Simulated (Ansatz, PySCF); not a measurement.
oxetan-3-ylmethanol (C₄H₈O₂), SMILES C1C(CO1)CO. Atoms are numbered in the order given.

```xyz
14

O      2.2738    -0.2802     0.2372
C      1.2442     0.2917    -0.5218
C     -0.0210     0.5120     0.2820
C     -0.7300    -0.7723     0.7284
O     -1.8000    -0.5540    -0.1898
C     -1.2991     0.7315    -0.5383
H      2.5212     0.3448     0.9266
H      1.5546     1.2436    -0.9998
H      1.0295    -0.4167    -1.3390
H      0.1556     1.2520     1.0802
H     -0.1782    -1.7083     0.5337
H     -1.0754    -0.7773     1.7782
H     -1.9497     1.5496    -0.1785
H     -1.1580     0.8523    -1.6284
```
Charge 0, spin multiplicity 1.

Coordinates come from a PBE0-D3(BJ)/def2-SVP optimisation. The values are those of a single conformer.

Two levels are set side by side: PBE-D3(BJ)/def2-SVP (Ansatz, a first-principles code) and PBE0-D3(BJ)/def2-SVP (Ansatz). Each level has its own optimised geometry; the coordinates shown are those of the second. Frequencies come from the Hessian of PySCF at each geometry. Differences are taken from unrounded values.

```tsv
quantity	PBE0-D3(BJ)
mean bond length (Å)	1.252
bond O1–C2 (Å)	1.401
bond C2–C3 (Å)	1.515
bond C3–C4 (Å)	1.533
bond C3–C6 (Å)	1.534
bond C4–O5 (Å)	1.427
bond O5–C6 (Å)	1.423
bond O1–H7 (Å)	0.963
bond C2–H8 (Å)	1.110
bond C2–H9 (Å)	1.103
bond C3–H10 (Å)	1.103
bond C4–H11 (Å)	1.104
bond C4–H12 (Å)	1.105
bond C6–H13 (Å)	1.105
bond C6–H14 (Å)	1.106
highest harmonic wavenumber (cm⁻¹)	3879
mean harmonic wavenumber (cm⁻¹)	1479
zero-point energy (kcal/mol)	76.11
```

Problem. What does PBE-D3(BJ) give, and how far is it from PBE0-D3(BJ)? (An estimate is asked for; the answer gives what the named calculation found.)

Solution. 
```
quantity                            PBE-D3(BJ)  PBE-D3(BJ) minus PBE0-D3(BJ)
----------------------------------  ----------  ----------------------------
mean bond length (Å)                     1.263                         0.011
bond O1–C2 (Å)                           1.416                         0.014
bond C2–C3 (Å)                           1.525                         0.010
bond C3–C4 (Å)                           1.542                         0.009
bond C3–C6 (Å)                           1.544                         0.009
bond C4–O5 (Å)                           1.445                         0.018
bond O5–C6 (Å)                           1.441                         0.018
bond O1–H7 (Å)                           0.975                         0.012
bond C2–H8 (Å)                           1.119                         0.010
bond C2–H9 (Å)                           1.111                         0.009
bond C3–H10 (Å)                          1.111                         0.009
bond C4–H11 (Å)                          1.113                         0.009
bond C4–H12 (Å)                          1.115                         0.010
bond C6–H13 (Å)                          1.115                         0.010
bond C6–H14 (Å)                          1.115                         0.009
highest harmonic wavenumber (cm⁻¹)        3697                          -182
mean harmonic wavenumber (cm⁻¹)           1423                           -56
zero-point energy (kcal/mol)             73.22                         -2.89
```

Exact exchange shortens and stiffens bonds; PBE has none. Differences between two approximate levels are no errors against the true value.
